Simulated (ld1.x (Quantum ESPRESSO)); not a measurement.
u(r) = r·R(r): atom against pseudo-atom (scandium)

Columns: radius, all-electron u(r) and pseudo u(r) of the 4s shell (level -4.30 eV) of scandium in the configuration [Ne] 3s2 3p6 3d1 4s2 4p0; LDA (PZ), scalar-relativistic, PAW scheme, ld1.x (Quantum ESPRESSO) 7.5.

```tsv
r (bohr)	all-electron	pseudo
0.231	-0.1555	-0.0785
0.462	0.0584	-0.1552
0.693	0.2429	-0.2287
0.924	0.2371	-0.2973
1.155	0.1173	-0.3600
1.386	-0.0395	-0.4156
1.617	-0.1909	-0.4635
1.848	-0.3186	-0.5031
2.079	-0.4177	-0.5345
2.310	-0.4889	-0.5574
2.541	-0.5360	-0.5723
2.772	-0.5629	-0.5795
3.003	-0.5733	-0.5793
3.234	-0.5709	-0.5722
3.465	-0.5586	-0.5587
3.696	-0.5389	-0.5389
3.927	-0.5140	-0.5140
4.158	-0.4856	-0.4856
4.389	-0.4551	-0.4551
4.620	-0.4236	-0.4236
4.851	-0.3919	-0.3919
5.082	-0.3608	-0.3608
5.313	-0.3306	-0.3306
5.544	-0.3017	-0.3017
5.775	-0.2743	-0.2743
6.006	-0.2486	-0.2486
```

Q: How many radial nodes do the two functions have?

A: The all-electron 4s function has n − l − 1 = 3 (the table is too coarse to show those close to the nucleus); the pseudo-wave has 0, since the states of the same l below it are removed with the core.

Q: At about which radius was the pseudo-wave matched?

A: 3.60 bohr, where the columns begin to agree (steps of 0.23 bohr).

Q: Is the pseudo-wave norm-conserving?

A: No, it belongs to a PAW set: the norm inside the radius is not constrained, and the difference is carried by the augmentation charge.
